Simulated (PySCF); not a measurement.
## Ionisation energy of Mn by level of theory

Mn [Ar] 3d5 4s2 (6S) → Mn⁺ [Ar] 3d5 4s1 (7S), as a difference of total energies. Calculation: PySCF 2.14, in Sapporo-DKH3-DZP-2012 (6s5p3d1f, 43 functions); scalar relativity by spin-free X2C-1e. Correlated levels: valence: [Ar] frozen. The calculations carry no spin-orbit coupling.

Question: Order these methods by the ionisation energy they give, lowest first.
A. MP2 (valence)
B. M06-2X
C. PBE0
D. SCS-MP2 (valence)

Answer: A (6.944 eV), D (7.127 eV), C (7.169 eV), B (8.117 eV).

Errors of the correlated levels include the incompleteness of this basis and the frozen core.

MP2 underrates the near-degeneracy of ns² with np² in the lower species.

For comparison: 7.434 eV (measured; NIST Atomic Spectra Database, ionization energies).
